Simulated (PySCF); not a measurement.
Br4Sn, SMILES [Br][Sn-]([Br])([Br])[Br] (connectivity only; charge and spin as stated), charge -1, multiplicity 2.

Coordinates come from a r2SCAN-D4/def2-SVPD optimisation. The def2 effective core potentials stand for the cores of Sn; spin–orbit coupling is left out.

These are C-PCM-PBE0/def2-SVPD in PySCF values and carry that method's errors.

The values are the electrostatic part of the solvation free energy, E(continuum) − E(gas) at the gas-phase geometry, in a cavity of scaled van der Waals radii (PySCF's table); cavitation and dispersion terms are not included. A continuum can't describe solvent molecules that bind to the metal.

```
solvent            ε  ΔG(elec) (kcal/mol)
-------------  -----  -------------------
water          78.36                  [?]
cyclohexanone  15.62                -38.1
chlorobenzene   5.70                -33.5
```

Question: Some entries are withheld; supply them. (Estimate from the structure and the level; the computed values follow.)

Answer: 
- water, ΔG(elec) (kcal/mol): -40.2
